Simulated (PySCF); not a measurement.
C4H4ClF, SMILES FC(C(Cl)=C)=C. Heavy atoms are numbered as in [CH2:1]=[C:2]([F:3])[C:4](=[CH2:5])[Cl:6]. Hydrogens are named by the atom that carries them.

Geometry: r2SCAN-D4/def2-SVP. One conformer was computed; it need not be the lowest.

Calculation: PBE/def2-TZVP (PySCF).

Atomic charges (e), one atom of each kind:

| atom | IAO | Mulliken |
|---|---|---|
| C1 (CH2) | -0.37 | -0.30 |
| C2 | 0.28 | 0.22 |
| F3 | -0.25 | -0.16 |
| C4 | -0.03 | 0.05 |
| C5 (CH2) | -0.32 | -0.28 |
| Cl6 | -0.01 | -0.09 |
| H on C1 | 0.18 | 0.14 |
| H on C5 | 0.18 | 0.15 |

Q: Give the Mayer and Wiberg (Löwdin basis) orders of the bonds. (The exact figures need the calculation; the answer reports its results.)

A: 
| bond | Mayer | Wiberg |
|---|---|---|
| C1–C2 | 1.81 | 2.02 |
| C2–F3 | 1.08 | 1.70 |
| C2–C4 | 1.04 | 1.23 |
| C4–C5 | 1.79 | 2.03 |
| C4–Cl6 | 1.07 | 1.63 |
